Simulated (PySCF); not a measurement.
## Correlation energy of Os²⁺ (osmium, charge +2)

[Xe] 4f14 5d6, high-spin 5D determinant. Calculation: PySCF 2.14, in def2-QZVPPD with the def2 core potential (60 electrons); a scalar-relativistic core potential. Frozen: nothing; 14 electrons correlated.

MP2 pair energies summed by pair of shells (mhartree):

```json
{"pair": "5p-5d", "energy": "-151.72", "share (%)": "40.9"}
{"pair": "5d-5d", "energy": "-100.85", "share (%)": "27.2"}
{"pair": "5p-5p", "energy": "-66.63", "share (%)": "17.9"}
{"pair": "5s-5p", "energy": "-27.75", "share (%)": "7.5"}
{"pair": "5s-5d", "energy": "-19.78", "share (%)": "5.3"}
{"pair": "5s-5s", "energy": "-4.47", "share (%)": "1.2"}
```

Total MP2 correlation energy: -371.20 mhartree.

Same-spin part -120.32 and opposite-spin part -250.88 mhartree; SCS-MP2 scales them by 1/3 and 6/5 to -341.16 mhartree.

The basis has no tight functions for the innermost shells, so their pair energies are far from complete.

This basis was not built for core-valence correlation, so the inner-shell part is incomplete.
